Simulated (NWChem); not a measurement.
## Correlation energy of Ga₂

```
Ga
Ga 1 2.4453
```
Charge 0, spin multiplicity 3.

The numbers come from NWChem runs, not from measurements. The geometry was optimised at UPBE0/def2-SVP, a minimum by its harmonic frequencies.

Basis set: def2-SVP. Each correlation energy counts from its own Hartree-Fock reference.

The Hamiltonian is non-relativistic. The correlated methods keep 18 core orbitals frozen. This spin state was chosen for the runs; another may lie lower. The structure started from a generated list of species. The unpaired electrons of the parent sit in orbitals of symmetry b2u and b3u (D2h labels of the run); other states weren't searched. No SCF solution was tested for a lower state. Open-shell Hartree-Fock references start from PBE0 orbitals. Coupled-cluster values serve here as a point of comparison, not as the truth.

### Question
One of these methods gave a correlation energy of -393.3 mHa. Which?
A. CCSD[T] on ROHF
B. CCSD(T) on UHF
C. CCSD on ROHF
D. CCSD[T] on UHF

### Answer
D, CCSD[T] on UHF. The others give -390.6 (CCSD(T) on UHF), -397.1 (CCSD[T] on ROHF), -376.6 (CCSD on ROHF).
